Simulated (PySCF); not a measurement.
C₃H₅ (SMILES [CH]=CC), doublet, geometry from GFN2-xTB; B3LYP5/6-31G** (PySCF).

PySCF was given this input:
```python
from pyscf import gto, scf, dft

mol = gto.M(
    atom='''
C     1.32517045    0.17996425   -0.00948946
C     0.06095864    0.44136230   -0.01602886
H     2.25652235    0.69360547   -0.03009773
H    -0.31124892    1.47566041   -0.05242127
C    -1.04589578   -0.57280156    0.02299841
H    -0.64250733   -1.58055333    0.05836424
H    -1.67008190   -0.40821458    0.90058097
H    -1.67408412   -0.47164793   -0.86130678
''',
    basis='6-31g**',
    spin=1,
    verbose=4,
)

mf = dft.UKS(mol)
mf.xc = 'b3lyp5'
mf.grids.atom_grid = (99, 590)
mf.grids.prune = None
mf.kernel()
```

What the program printed (banner, timings and long lists left out):

```
PySCF version 2.14.0

[INPUT] verbose = 4
[INPUT] num. atoms = 8
[INPUT] num. electrons = 23
[INPUT] charge = 0
[INPUT] spin (= nelec alpha-beta = 2S) = 1
[INPUT] symmetry False subgroup None
[INPUT] Mole.unit = angstrom
[INPUT] Symbol           X                Y                Z      unit          X                Y                Z       unit  Magmom
[INPUT]  1 C      1.325170450000   0.179964250000  -0.009489460000 AA    2.504209218867   0.340083144713  -0.017932480470 Bohr   0.0
[INPUT]  2 C      0.060958640000   0.441362300000  -0.016028860000 AA    0.115195134526   0.834053868708  -0.030290155489 Bohr   0.0
[INPUT]  3 H      2.256522350000   0.693605470000  -0.030097730000 AA    4.264209235460   1.310724376800  -0.056876466671 Bohr   0.0
[INPUT]  4 H     -0.311248920000   1.475660410000  -0.052421270000 AA   -0.588175215367   2.788594027763  -0.099061843402 Bohr   0.0
[INPUT]  5 C     -1.045895780000  -0.572801560000   0.022998410000 AA   -1.976456579038  -1.082438072124   0.043460696200 Bohr   0.0
[INPUT]  6 H     -0.642507330000  -1.580553330000   0.058364240000 AA   -1.214162886726  -2.986812918969   0.110292429068 Bohr   0.0
[INPUT]  7 H     -1.670081900000  -0.408214580000   0.900580970000 AA   -3.155997396593  -0.771413756254   1.701851386295 Bohr   0.0
[INPUT]  8 H     -1.674084120000  -0.471647930000  -0.861306780000 AA   -3.163560496284  -0.891285414918  -1.627633923431 Bohr   0.0

nuclear repulsion = 64.7734686481428
number of shells = 33
number of NR pGTOs = 116
number of NR cGTOs = 67
basis = 6-31g**
ecp = {}

******** <class 'pyscf.dft.uks.UKS'> ********
method = UKS
initial guess = minao
damping factor = 0
level_shift factor = 0
DIIS = <class 'pyscf.scf.diis.CDIIS'>
diis_start_cycle = 1
diis_space = 8
diis_damp = 0
SCF conv_tol = 1e-09
SCF conv_tol_grad = None
SCF max_cycles = 50
direct_scf = True
direct_scf_tol = 1e-13
number electrons alpha = 12  beta = 11
XC library pyscf.dft.libxc version 7.1.2
    S. Lehtola, C. Steigemann, M. J. T. Oliveira, and M. A. L. Marques,  SoftwareX 7, 1–5 (2018)
XC functionals = b3lyp5
    P. A. M. Dirac,  Math. Proc. Cambridge Philos. Soc. 26, 376 (1930)
    F. Bloch,  Z. Phys. 57, 545 (1929)
    A. D. Becke,  Phys. Rev. A 38, 3098 (1988)
    C. Lee, W. Yang, and R. G. Parr,  Phys. Rev. B 37, 785 (1988)
    B. Miehlich, A. Savin, H. Stoll, and H. Preuss,  Chem. Phys. Lett. 157, 200 (1989)
    S. H. Vosko, L. Wilk, and M. Nusair,  Can. J. Phys. 58, 1200 (1980)
radial grids:
    Treutler-Ahlrichs [JCP 102, 346 (1995); DOI:10.1063/1.469408] (M4) radial grids

becke partition: Becke, JCP 88, 2547 (1988); DOI:10.1063/1.454033
pruning grids: None
grids dens level: 3
symmetrized grids: False
atomic radii adjust function: <function treutler_atomic_radii_adjust>
User specified grid scheme (99, 590)
small_rho_cutoff = 0
Set gradient conv threshold to 3.16228e-05
tot grids = 467280
init E= -117.275906923032

cycle= 1 E= -117.105407965113  delta_E= 0.17  |g|= 0.237  |ddm|= 1.78
cycle= 2 E= -117.10675211409  delta_E= -0.00134  |g|= 0.245  |ddm|= 0.499
cycle= 3 E= -117.139425281473  delta_E= -0.0327  |g|= 0.0396  |ddm|= 0.279
cycle= 4 E= -117.140009671204  delta_E= -0.000584  |g|= 0.0252  |ddm|= 0.0588
cycle= 5 E= -117.140418223037  delta_E= -0.000409  |g|= 0.00472  |ddm|= 0.0248
cycle= 6 E= -117.140451693438  delta_E= -3.35e-05  |g|= 0.00246  |ddm|= 0.00936
cycle= 7 E= -117.140465688929  delta_E= -1.4e-05  |g|= 0.00142  |ddm|= 0.00619
cycle= 8 E= -117.140471940701  delta_E= -6.25e-06  |g|= 0.000383  |ddm|= 0.00542
cycle= 9 E= -117.140472582684  delta_E= -6.42e-07  |g|= 8.68e-05  |ddm|= 0.00218
cycle= 10 E= -117.140472592472  delta_E= -9.79e-09  |g|= 2.57e-05  |ddm|= 0.000251
cycle= 11 E= -117.140472593189  delta_E= -7.18e-10  |g|= 7.33e-06  |ddm|= 5.9e-05
Extra cycle  E= -117.140472593205  delta_E= -1.53e-11  |g|= 7.28e-06  |ddm|= 1.47e-05
converged SCF energy = -117.140472593205  <S^2> = 0.75988221  2S+1 = 2.0098579
```
